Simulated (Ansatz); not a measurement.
Ideal-gas functions of `[OH][W]([OH])([F])([Cl])([Cl])[Cl]` at 400 K and 1 bar, from an Ansatz frequency run at PBE0-D4/def2-TZVP.

Molar mass 343.21 g/mol, point group C2v (symmetry number 2), electronic degeneracy 1, moments of inertia 370.714, 498.66, 631.994 u Å². Harmonic wavenumbers (cm⁻¹, unscaled): 66, 100, 101, 143, 179, 204, 209, 267, 327, 340, 361, 395, 398, 434, 592, 598, 656, 742, 802, 3885, 3888.

Use S(trans) = R[1.5 ln M + 2.5 ln T − 1.1517]; rotational temperatures θ = 24.2544 K / I; S(rot) = R[ln(√π/σ · √(T³/θAθBθC)) + 1.5]; for each mode x = 1.438777 ν̃/T, S = R[x/(eˣ − 1) − ln(1 − e⁻ˣ)] and H = RT x/(eˣ − 1); 1 cm⁻¹ = 0.0119627 kJ/mol; R = 8.31446 J/(mol·K).

Task: By hand: the entropy, in J/(mol·K).

Result: Translation 187.8. Rotation: θ = 0.0654, 0.0486, 0.0384 K, giving 123.7. Vibration, mode by mode: 20.29, 16.86, 16.78, 13.93, 12.12, 11.07, 10.88, 8.96, 7.43, 7.14, 6.70, 6.06, 6.01, 5.41, 3.44, 3.38, 2.87, 2.25, 1.90, 0.00, 0.00, in all 163.5. Electronic 0.0. Sum 475.0 J/(mol·K).

Task: By hand: H − E and G − E in kJ/mol, counted from the electronic energy.

Result: Zero-point energy ½ × 14687 × 0.0119627 = 87.8; thermal vibration 33.2; translation, rotation and pV give 4 RT = 13.3. H − E = 134.3 kJ/mol, and G − E = 134.3 − 400 × 475.0/1000 = -55.7 kJ/mol.

Vibration gives 34 % of the entropy, 67.9 J/(mol·K) of it from the modes under 150 cm⁻¹: soft modes count most, and the harmonic formula is weakest for them. The sum counts one conformer and one mirror image; others add a mixing term.
